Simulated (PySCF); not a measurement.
C₄H₁₀N, SMILES [CH2]CN(C)C, multiplicity 2.

The structure is a stationary point at B3LYP-D3(BJ)/def2-SVP. The isomer is the one that the SMILES or the coordinates give; other isomers of the formula were not compared. Other conformers were not sampled.

These are SMD-PBE0/6-31G* in PySCF values and carry that method's errors.

Solvation free energies are E(SMD) − E(gas) at the gas-phase geometry, for 1 M in both phases. In vacuum the dipole moment is 0.56 D.

Computed solvation free energies in water, chlorobenzene, ethylethanoate:
```tsv
solvent	ΔG(solv) (kcal/mol)	its non-electrostatic (CDS) part	dipole (D)
water	-1.6	1.3	0.85
chlorobenzene	-3.4	-1.2	0.76
ethylethanoate	-2.9	-0.7	0.76
```
